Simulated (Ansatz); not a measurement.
Ansatz (a quantum-chemistry and plane-wave program) input (LC-wPBE/def2-TZVPD):

Ansatz 0.2 input:
```yaml
crystal:
  periodic: [false, false, false]
  atoms:
    - {symbol: C, position_ang: [-1.75773085, -0.10134345, 0.05558461]}
    - {symbol: C, position_ang: [-0.74252211, -1.22251470, 0.05791304]}
    - {symbol: C, position_ang: [0.56677545, -0.84964834, 0.00782957]}
    - {symbol: C, position_ang: [1.06008694, 0.49517278, -0.04619186]}
    - {symbol: N, position_ang: [1.44093606, 1.59274886, -0.08962976]}
    - {symbol: H, position_ang: [-1.37583168, 0.93737169, 0.01383326]}
    - {symbol: H, position_ang: [-2.44356205, -0.23660060, -0.79067201]}
    - {symbol: H, position_ang: [-2.39151303, -0.18586039, 0.94776521]}
    - {symbol: H, position_ang: [1.36469773, -1.59415053, 0.00566966]}
basis:
  gaussian:
    orbitals: def2-TZVPD
hamiltonian:
  xc: {name: LC-wPBE}
total_charge: -1
output: {forces: true}
```

End of the output:

```
integrals: 0.14 GiB planned
1079 factors; their error is unknown
integrals: 0.17 GiB planned
485 factors; integrals over basis functions are off by at most 3.4e-5 eV
mean field: 1.32 GiB planned
mean field evaluation 1: about -5696.1406 eV, gradient 3.7e1 eV
mean field evaluation 2: about -5696.0703 eV, gradient 4.2e1 eV
mean field evaluation 4: about -5699.2608 eV, gradient 2.6e0 eV
mean field evaluation 8: about -5699.2806 eV, gradient 9.7e-2 eV
mean field evaluation 16: about -5699.2466 eV, gradient 2.3e-4 eV
mean field -5699.24663163 eV, -209.4434506244 hartree, gradient 9.0e-5 eV, S^2 0.000000; 0 other end points of the search recorded, 0 dependent functions left out
the calculation of the forces begins
reference -5699.24663164 eV, -209.4434506247 hartree; 18, 18 occupied and 203, 203 virtual orbitals, 1079 factors
Total energy: -5699.24663164 eV, -209.4434506247 hartree
Atom 0 at    -1.757731    -0.101343     0.055585 Å, force     0.031729     0.028875    -0.001793 eV/Å
Atom 1 at    -0.742522    -1.222515     0.057913 Å, force     0.316167     0.324254    -0.018930 eV/Å
Atom 2 at     0.566775    -0.849648     0.007830 Å, force    -0.333245    -0.274163     0.017979 eV/Å
Atom 3 at     1.060087     0.495173    -0.046192 Å, force     0.140265     1.010792    -0.033702 eV/Å
Atom 4 at     1.440936     1.592749    -0.089630 Å, force    -0.250607    -0.935766     0.034816 eV/Å
Atom 5 at    -1.375832     0.937372     0.013833 Å, force     0.022224    -0.147689     0.003645 eV/Å
Atom 6 at    -2.443562    -0.236601    -0.790672 Å, force     0.055822    -0.017914     0.049996 eV/Å
Atom 7 at    -2.391513    -0.185860     0.947765 Å, force     0.052765    -0.020894    -0.052114 eV/Å
Atom 8 at     1.364698    -1.594151     0.005670 Å, force    -0.035121     0.032505     0.000103 eV/Å
Dipole moment:    -0.071669     0.259251    -0.005421 e Å
```

It need not be the lowest isomer of its formula. Whether it binds its extra electron was not tested at this geometry.
